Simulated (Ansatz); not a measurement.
The same molecule with X = Si, Ge, Sn. Ansatz, PBE0-D4/def2-TZVP geometries, multiplicity 1.

Elements past krypton have def2 core potentials. Scalar relativity is left out up to krypton.

| X | molecule | mean X–Cl bond length / Å | size of the dipole moment (ωB97M-V/def2-TZVPP) / D | LUMO energy (B3LYP/def2-TZVPP) / eV | HOMO energy (B3LYP/def2-TZVPP) / eV |
| --- | --- | --- | --- | --- | --- |
| Ge | `[Cl][Ge]([Cl])([Cl])[Cl]` | 2.116 | 0.00 | -2.54 | -9.35 |
| Sn | `[Cl][Sn]([Cl])([Cl])[Cl]` | 2.288 | 0.00 | -3.47 | -9.46 |

Question: Give the row for X = Si, `Cl[Si](Cl)(Cl)Cl`. (An estimate is asked.)

Answer: Computed: 
| X | molecule | mean X–Cl bond length / Å | size of the dipole moment (ωB97M-V/def2-TZVPP) / D | LUMO energy (B3LYP/def2-TZVPP) / eV | HOMO energy (B3LYP/def2-TZVPP) / eV |
| --- | --- | --- | --- | --- | --- |
| Si | `Cl[Si](Cl)(Cl)Cl` | 2.021 | 0.00 | -0.83 | -9.24 |

From Si to Sn the mean X–Cl bond length rises at each step, by 0.267 Å in all; the LUMO energy (B3LYP/def2-TZVPP) falls at each step, by 2.64 eV in all; the HOMO energy (B3LYP/def2-TZVPP) falls at each step, by 0.22 eV in all. Bonds lengthen as the atom grows down the group. Dipoles are sizes alone, and their direction can turn along the series.

B3LYP here is the variant with VWN-RPA as its local correlation; programs differ in this.
